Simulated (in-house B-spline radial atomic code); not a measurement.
Ag. Computed with a B-spline radial atomic code. Model: non-relativistic spherical atom: semilocal Troullier-Martins pseudo-atom, one channel per l, against all electrons, high spin, G0W0 and RPA with empty states to l = 8, local potential for every l without a channel, a model core (radius 0 = none) keeps its share of the functional.

Without relativity these are model numbers for so heavy an element.

What the tables leave out is listed at the end.

The pseudopotential gives back the lowest level of each angular momentum of its own functional in the configuration it was made in; a second state of the same l is only approximately right. Exact exchange, RPA and GW see the smooth pseudo-orbitals and miss the exchange with the core, for which the functional's share stands in. The column with an uncorrelated core keeps all orbitals and exact exchange, and so separates missing core correlation from pseudisation. Only the three outermost levels and the lowest empty one were computed. RPA here is direct RPA, with no exchange kernel, and its energies carry an (l + 1/2)⁻⁴ tail. A hybrid on a potential with a model core restores only its own semilocal share of the core's exchange.

Command:
```bash
python run_psgw.py task.json out
```
Settings (lengths in bohr, energies in hartree):
```
Z                      47
electrons              47
configuration          [Kr] 4d10 5s1
generated_in           [Kr] 4d10 5s1
functional             pbe,pbe
core_shells            7
radius_factor          0.9
core_correction        True
ion_configuration      [Kr] 4d10
```

Run time, properties included: 81 s on 1 thread of Arm Neoverse N1, with other jobs on the host.

Given: made with PBE; model core radius 0.628 bohr; local radius 1.031 bohr; mean-field start PBE.

Valence shells of the generating configuration: 4p, 4d, 5s.

Channel: s 2.381, p 0.793, d 0.93 (radii in bohr).

Computed: largest level miss in the spin-unpolarised generating configuration 0.002 eV; valence RPA correlation energy pseudo -1.2874 hartree; all-electron RPA polarisability, core included 43.598 bohr³; pseudo-atom RPA polarisability 43.614 bohr³; ionisation by mean-field all-electron 7.3695 eV; ionisation by mean-field pseudo minus all 0.009 eV; ionisation by RPA pseudo minus all 0.705 eV.

```csv
level,occupied,mean-field all-electron (eV),mean-field pseudo minus all (eV),G0W0 all-electron (eV),G0W0 uncorrelated core minus all (eV),G0W0 pseudo minus all (eV),exchange self-energy all-electron (eV),exchange self-energy pseudo (eV)
5s up,1,-4.3115,-0.001,-7.2873,-0.009,-0.418,-10.114,-10.248
5s down (empty),0,-3.5331,0.001,-1.3362,-0.009,-0.504,-2.6462,-2.8058
```

What is the valence RPA correlation energy all-electron orbitals?

-1.0817 hartree.

What is the ionisation by RPA all-electron?

7.5309 eV.

Given: mean-field start PBE0.

Computed: valence RPA correlation energy all-electron orbitals -1.0223 hartree; valence RPA correlation energy pseudo -1.2247 hartree; all-electron RPA polarisability, core included 38.007 bohr³; pseudo-atom RPA polarisability 34.371 bohr³; ionisation by RPA all-electron 7.3847 eV; ionisation by RPA pseudo minus all 0.796 eV.

```
          level  occupied  mean-field all-electron (eV)  mean-field pseudo minus all (eV)  G0W0 all-electron (eV)  G0W0 uncorrelated core minus all (eV)  G0W0 pseudo minus all (eV)  exchange self-energy all-electron (eV)  exchange self-energy pseudo (eV)
          5s up         1                       -4.8705                            -0.248                 -7.3061                                 -0.009                      -0.667                                 -9.8633                           -10.625
5s down (empty)         0                       -2.4828                            -0.193                 -1.0737                                 -0.007                      -0.438                                 -2.2632                           -2.7465
```

What is the ionisation by mean-field all-electron?

7.0762 eV.

What is the ionisation by mean-field pseudo minus all?

0.326 eV.

Among the listed levels the largest G0W0 shift of the pseudo-atom is -0.67 eV, for 5s up on the PBE0 start, while leaving the core uncorrelated moves that level by -0.01 eV. So pseudisation and the lost core exchange, not the missing core correlation, make the error. Not in the tables (levels of low weight, unsolved or above zero; the highest and the empty levels are kept at any weight): on PBE the G0W0 levels 4d down (pseudo minus all +1.35 eV, weights 0.43 and 0.08), 4d up (pseudo minus all +1.33 eV, weights 0.41 and 0.08); on PBE0 the G0W0 levels 4d down (pseudo minus all +0.66 eV, weights 0.76 and 0.71), 4d up (pseudo minus all +0.50 eV, weights 0.53 and 0.67); no Hartree-Fock pseudo-atom is run with a model core.
